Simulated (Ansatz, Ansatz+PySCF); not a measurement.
```xyz
8

B     0.0437   -0.0163   -0.8525
N    -0.0422   -0.0105    0.7465
H     0.0703   -1.1321   -1.1765
H    -1.0660    0.5124   -1.2997
H     0.9280    0.5298   -1.2033
H     0.0952    0.9392    1.1090
H    -0.9179   -0.5339    1.0645
H     0.8304   -0.4332    1.0306
```

Basis set: def2-SVP (spherical functions). Correlated methods keep 2 orbitals frozen. Charge 0, multiplicity 1.

Computed with Ansatz (development build ahead of 0.2.0); each method stands on the lowest determinant of its kind that the runs found. Restricted open shells among the atoms or ions are ROHF, correlated in semicanonical orbitals with singles.

**Question.** Give the atomization energy at this shape (free ground-state atoms in the same class of orbitals less the molecule, no zero-point energy) of singlet BNH6 by RHF-MP2, RHF.

**Answer.**

```json
{"method": "RHF-MP2", "atomization energy": "2361.1 kJ/mol"}
{"method": "RHF", "atomization energy": "1865.9 kJ/mol"}
```

Caution: the shape is not the minimum.
